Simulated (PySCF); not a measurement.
Excitation energy of Sb by level of theory

Sb [Kr] 4d10 5s2 5p3 (4S) → Sb [Kr] 4d10 5s1 5p3 5d1 (6D), as a difference of total energies. Computed with PySCF 2.14 in x2c-TZVPPall with one added diffuse shell each of s, p, d, f type (9s7p5d3f, 76 functions), with scalar relativity by spin-free X2C-1e. Correlated levels: valence: [Kr] 4d10 frozen. The calculations carry no spin-orbit coupling.

```
           method  excitation energy (eV)
              UHF                  10.957
    MP2 (valence)                  12.005
SCS-MP2 (valence)                  12.332
   CCSD (valence)                  12.156
CCSD(T) (valence)                  12.212
```

Task: How much does correlation contribute at CCSD(T) (valence)?

Result: 12.212 − (10.957) = 1.255 eV, measured against UHF.

The upper state lies above the first ionisation limit, but in LS coupling its spin forbids autoionisation to the ground ion; at this Z spin-orbit coupling breaks that rule.

The promoted electron is Rydberg-like, and one or two diffuse shells describe it only roughly, which tends to raise the upper state.
